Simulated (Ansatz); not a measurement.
Basis-set extrapolation for AlClH$_{6}$O$_{2}$Si$_{2}$, SMILES `[SiH3][O][Al]([Cl])[O][SiH3]` (PBE0-D4/def2-TZVP geometry, frozen core, the Gaussian-basis code of Ansatz). Multiplicity 1, RHF reference.

|  | def2-TZVPP | def2-QZVPP |
| --- | --- | --- |
| HF | -1432.920662 | -1432.967741 |
| MP2 correlation | -0.970035 | -1.052729 |
| CCSD(T) correlation | -1.065153 | not run |

Energies in hartree. Use E(X) = E(∞) + A·exp(−7.88·√X) for Hartree–Fock and E(X) = E(∞) + B·X^(−2.97) for correlation, with X = 3 and 4, and add CCSD(T) minus MP2 of the smaller set to the MP2 limit.

Task: What is the CCSD(T) energy at the basis-set limit?

Result: HF limit: -1432.967741 + (-0.047079) × 0.13774 = -1432.97423. MP2 limit: -1.052729 + (-0.082694) × 0.74074 = -1.11398. Higher-order term: -1.065153 − (-0.970035) = -0.09512. Total: -1434.18333 hartree, 518.6 kJ/mol below CCSD(T)/def2-TZVPP.
